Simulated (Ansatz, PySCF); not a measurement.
Pair of molecules: HCl (SMILES Cl) (first 2 atoms) with ClH3Si (SMILES [SiH3]Cl); geometry from B3LYP-D3(BJ)/def2-TZVP, rigid monomers moved along the line of their centres of mass till H2···Cl4 is 4.43 Å.
(charge 0, multiplicity 1):
```tsv
atom	x (Å)	y (Å)	z (Å)
Cl	0.1814	0.4272	-0.0816
H	-0.0892	-0.4557	0.8177
Si	-0.1600	0.2252	5.7420
Cl	-0.6113	-1.6841	5.0446
H	-0.2548	0.1858	7.2132
H	-1.1448	1.1601	5.1708
H	1.2083	0.5546	5.3063
```

Interaction energies are E(AB) − E(A) − E(B) at the monomers' geometry in the complex; basis-set methods are counterpoise corrected.

Cores are frozen in the correlated methods. CBS: X⁻³ extrapolation of the correlation energy, Hartree–Fock from the larger set.

The values were computed with Ansatz (a program for electronic structure); PySCF for the dispersion terms. Each number belongs to the level named beside it.

PBE/def2-TZVPPD gives -0.35 kcal/mol for the interaction energy.

**Question.** How do the other levels lie against it? Give each less PBE: PBE-D3(BJ)/def2-TZVPPD, r2SCAN/def2-TZVPPD, B3LYP/def2-TZVPPD, wB97M-V/def2-TZVPPD, MP2/CBS(aug-cc-pV(D+d)Z, aug-cc-pV(T+d)Z), MP2/CBS(aug-cc-pV(D+d)Z, aug-cc-pV(T+d)Z) + ΔCCSD(T)/aug-cc-pV(D+d)Z.

**Answer.** PBE-D3(BJ)/def2-TZVPPD -0.18; r2SCAN/def2-TZVPPD 0.01; B3LYP/def2-TZVPPD 0.11; wB97M-V/def2-TZVPPD -0.12; MP2/CBS(aug-cc-pV(D+d)Z, aug-cc-pV(T+d)Z) -0.15; MP2/CBS(aug-cc-pV(D+d)Z, aug-cc-pV(T+d)Z) + ΔCCSD(T)/aug-cc-pV(D+d)Z -0.11 kcal/mol. 2 of 6 lie above PBE; the widest gap is to PBE-D3(BJ)/def2-TZVPPD.
